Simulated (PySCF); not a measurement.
**Energy of La²⁺ (lanthanum, charge +2) between two integer charges**

The 5d alpha orbital of [Xe] 5d1 is emptied in steps (occupation f), with all orbitals relaxed, ending at [Xe]. Computed with PySCF 2.14 in def2-SVP with the def2 core potential (46 electrons), with scalar relativity through the core potential. The exact energy is a straight line in f; departures are measured from the line between the end points of the same method.

Q: Among BHandHLYP, wB97X, B3LYP, which shows the largest delocalisation error (convex curve), and which is closest to linear?

A: Most convex: B3LYP (-0.789 eV at f = 0.5); closest to linear: wB97X (-0.138 eV).

```
  f  BHandHLYP (eV)  wB97X (eV)  B3LYP (eV)
  1           0.000       0.000       0.000
0.9          -0.174      -0.052      -0.285
0.7          -0.406      -0.119      -0.664
0.5          -0.483      -0.138      -0.789
0.3          -0.405      -0.112      -0.660
0.1          -0.174      -0.046      -0.282
  0           0.000       0.000       0.000
```

```tsv
method	E(f=0) − E(f=1) (eV)	−ε at f=1 (eV)	−ε at f=0.5 (eV)
BHandHLYP	18.893	16.959	18.895
wB97X	18.617	18.032	18.638
B3LYP	19.076	15.908	19.087
```

Reference removal energy between the ground levels: 19.177 eV (measured; NIST Atomic Spectra Database, ionization energies). The calculation has no spin-orbit coupling.
